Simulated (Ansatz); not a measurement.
```yaml
crystal:
  periodic: [false, false, false]
  atoms:
    - {symbol: C, position_ang: [-1.925625, 1.302201, 0.445759]}
    - {symbol: In, position_ang: [-0.310389, -0.196594, 0.094125]}
    - {symbol: C, position_ang: [1.105792, -1.401739, 1.355891]}
    - {symbol: O, position_ang: [-0.218026, -0.929264, -1.815633]}
    - {symbol: O, position_ang: [1.312605, 1.114626, -1.122673]}
    - {symbol: H, position_ang: [-1.765389, 2.194850, -0.181393]}
    - {symbol: H, position_ang: [-2.777053, 0.730724, 0.154793]}
    - {symbol: H, position_ang: [-1.877765, 1.571651, 1.534116]}
    - {symbol: H, position_ang: [0.360810, -1.832577, 1.972666]}
    - {symbol: H, position_ang: [1.835943, -0.840136, 2.160049]}
    - {symbol: H, position_ang: [1.716612, -2.011858, 0.589680]}
    - {symbol: H, position_ang: [-1.046124, -0.833089, -2.209471]}
    - {symbol: H, position_ang: [1.043058, 0.485439, -1.812032]}
    - {symbol: H, position_ang: [2.422899, 0.807512, -0.802715]}
basis:
  gaussian: {orbitals: STO-3G, final_grid: {core_spheres: 5, valence_spheres: 4, degree: 11}}
hamiltonian: {xc: {name: wB97X}}
relax: {f_tol: 0.0001, max_steps: 1}
output: {forces: true}
```

```sh
$ ansatz run in.yaml --threads 4 --pin off --events-out ev --progress --plain --max-ram 11315MiB
```

It prints (some lines left out):

```
Functional definition: wB97X
812 factors; integrals over basis functions are off by at most 2.8e-5 eV
224 factors; integrals over basis functions are off by at most 6.4e-7 eV
mean field evaluation 1: about -160924.4289 eV, gradient 2.6e1 eV
mean field evaluation 2: about -160926.1520 eV, gradient 1.9e1 eV
mean field evaluation 4: about -160927.2603 eV, gradient 1.1e0 eV
mean field evaluation 8: about -160926.9853 eV, gradient 3.9e-2 eV
mean field -160926.98527958 eV, -5913.9576287962 hartree, gradient 4.4e-5 eV, S^2 0.000000; 0 other end points of the search recorded, 0 dependent functions left out
reference -160926.98521692 eV, -5913.9576264934 hartree; 43, 43 occupied and 13, 13 virtual orbitals, 812 factors
relax step   1: F+E_penalty+E_count = -160926.98527958 eV  Δ(F+E_penalty+E_count) = +0.000e0 eV  max|allowed force component| = 6.194e0 eV/Å  Δτ_max = 0.0000 Å  (26 SCF iters, accepted)
Error: geometry relaxation did not converge after 1 steps: max|allowed force component| = 6.19e0 eV/Å (threshold 1.0e-4). Raise `relax.max_steps` over both its present limit and 1, loosen `relax.f_tol`, or start from a geometry closer to equilibrium. Where this run's directory can be resumed (`checkpoint.write`), a resume goes on for up to `relax.max_steps` more
```

Task: Something in this input is off. What?

Result: The relaxation is allowed too few steps for its threshold. The calculation stopped without meeting its thresholds.
